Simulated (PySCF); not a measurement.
Excitation energy of Ag by level of theory

Ag [Kr] 4d10 5s1 (2S) → Ag [Kr] 4d9 5s1 5p1 (high-spin determinant), as a difference of total energies. All numbers are calculated (PySCF 2.14, a scalar-relativistic core potential, in def2-TZVPPD with the def2 core potential (28 electrons) (6s4p3d2f1g, 56 functions)). Correlated levels: valence and next inner shell: nothing frozen outside the core potential. The calculations carry no spin-orbit coupling.

```
                                method  excitation energy (cm⁻¹)
                                   UHF                     46704
    MP2 (valence and next inner shell)                     60417
SCS-MP2 (valence and next inner shell)                     59262
   CCSD (valence and next inner shell)                     56751
CCSD(T) (valence and next inner shell)                     57448
```

The determinant of the upper state mixes LS terms, which raises its energy above the lowest term, most at the Hartree-Fock and MP2 levels.
